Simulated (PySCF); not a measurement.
Which level of theory gave which numbers?

Species: C₅H₁₁NO.
SMILES: `CC(=O)NC(C)C`

The closed-shell ground state was solved 5 times with PySCF (density fitting, gas phase), always in the pcSseg-1 basis (174 functions), with these functionals: B97-2, BHandHLYP, KT3, mPW1PW91 and wB97X-D. The structure is a single PBE0-D3(BJ)/def2-SVP conformer in the gas phase; no vibrational or solvent corrections.

```tsv
row	total energy (Eh)	HOMO (eV)	LUMO (eV)	dipole (D)
P	-327.0446	-7.22	0.88	3.70
Q	-327.0156	-9.10	2.75	3.73
R	-327.0056	-6.89	0.83	3.67
S	-332.1120	-5.69	-0.15	3.47
T	-326.9178	-8.51	1.73	3.78
```

Q: Which functional belongs to which row?

A: P = mPW1PW91, Q = wB97X-D, R = B97-2, S = KT3, T = BHandHLYP. By rising HOMO–LUMO gap: KT3 (GGA) 5.54 eV; B97-2 (global hybrid, 21 % exact exchange) 7.72 eV; mPW1PW91 (global hybrid, 25 % exact exchange) 8.10 eV; BHandHLYP (global hybrid, 50 % exact exchange) 10.24 eV; wB97X-D (range-separated hybrid) 11.85 eV. Total energies of different functionals aren't bounds to one another; each is stationary for its own functional.

Conformer computed: `[CH3:1][C:2](=[O:3])[NH:4][CH:5]([CH3:6])[CH3:7]`: C1–C2–N4–C5 179°, C2–N4–C5–C6 124°.

The pairwise dispersion term of wB97X-D wasn't added to the energies; at a given geometry it leaves orbitals and properties as they are.
